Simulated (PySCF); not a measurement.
## C₇H₁₂BF: full NMR table

- Formula: C7H12BF
- SMILES: B[C@@H]1[C@@H](F)[C@H]2C[C@@H]1[C@@H]2C
- InChI: InChI=1S/C7H12BF/c1-3-4-2-5(3)7(9)6(4)8/h3-7H,2,8H2,1H3/t3-,4+,5-,6-,7-/m0/s1
- Point group of the computed structure: C1
- Carbon signals: 7
- Proton signals: 9

Atom-mapped SMILES (the numbers label the heavy atoms): `[BH2:1][C@@H:2]1[C@@H:3]([F:4])[C@H:5]2[CH2:6][C@@H:7]1[C@@H:8]2[CH3:9]`. Each H is labelled by its parent atom. Ha(C6) is cis to C2 on the ring; Hb(C6) is trans to C2 on the ring.

PySCF 2.14 calculation with coordinates at the PBE0-D3(BJ)/def2-SVP level and GIAO PBE0/pcSseg-1 shieldings; one conformer, no solvent model, non-relativistic Hamiltonian, rapidly exchanging positions averaged.

Scale: ¹H (σ = 31.27 ppm), ¹³C (σ = 184.41 ppm) against TMS; CFCl3 for ¹⁹F (σ = 177.25 ppm); ¹¹B (σ = 100.73 ppm) against BF3·OEt2 (reference shieldings calculated alike).

| carbon | δC, type | δH (multiplicity) | HMBC from (2–3 bonds) | span of the C tensor (ppm) |
| --- | --- | --- | --- | --- |
| C2 | 62.0, CH | 1.30 (m) | H(B1), H(C3), H(C7), Hb(C6), H(C5), Ha(C6), H(C8) | 61 |
| C3 | 98.1, CH | 5.21 (m) | H(B1), H(C7), Hb(C6), H(C5), Ha(C6), H(C2), H(C8) | 85 |
| C5 | 47.3, CH | 2.16 (m) | H(C3), H(C7), Hb(C6), Ha(C6), H(C2), H(C9), H(C8) | 29 |
| C6 | 35.1, CH2 | Hb(C6) 2.20 (m); Ha(C6) 1.75 (m) | H(C3), H(C7), H(C5), H(C2), H(C8) | 33 |
| C7 | 47.9, CH | 2.35 (m) | H(B1), H(C3), Hb(C6), H(C5), Ha(C6), H(C2), H(C9), H(C8) | 28 |
| C8 | 50.1, CH | 0.72 (m) | H(C3), H(C7), Hb(C6), H(C5), Ha(C6), H(C2), H(C9) | 20 |
| C9 | 15.0, CH3 | 1.21 (d) | H(C7), H(C5), H(C8) | 30 |

Other nuclei:
```tsv
atoms	nucleus	environment	δ (ppm)	σ (ppm)
H(B1)	¹H	hydrogen on a boron bonded to C	7.89	23.38
F4	¹⁹F	fluorine on an sp3 carbon	-188.1	365.3
B1	¹¹B	boron bonded to C, 2 H	90.6	10.2
```

1. δC 98.1: sp3 CH bonded to F; deshielded by the electronegative neighbour.
2. δC 62.0: sp3 CH bonded to B.
3. δC 35.1: sp3 CH2 in a ring; aliphatic region, no heteroatom directly attached.
4. δC 15.0: methyl carbon; a saturated carbon with 1 carbon neighbour and no heteroatom attached.
5. δH 5.21: hydrogen on an sp3 CH bonded to F; its carbon carries F, which withdraws density.

Hydrogens on boron are broadened and split by ¹¹B (spin 3/2, 80 %) and 10B (spin 3). A carbon bonded to boron is broadened by the quadrupolar boron nucleus and is often missing from a measured spectrum. Splittings by ¹⁹F in the carbon and heteronuclear signals aren't shown, as no couplings were computed. Shifts are as computed. Against solution values, carbons near 30 ppm lie about +2 ppm off and those near 130 ppm about +5 ppm. Of 1309 compounds with measured shifts, 239 miss one by over three times the rms of a fit or turn the order of signals round; such compounds aren't used in these exercises. Unscaled 19F shifts against computed CFCl3 carry errors that often reach 10 to 50 ppm. No couplings were computed; multiplicities are counted from neighbouring protons, with m where these are inequivalent, close in shift, in a saturated or five-membered ring or joined by F or P, and br s for small geminal =CH2 splittings.
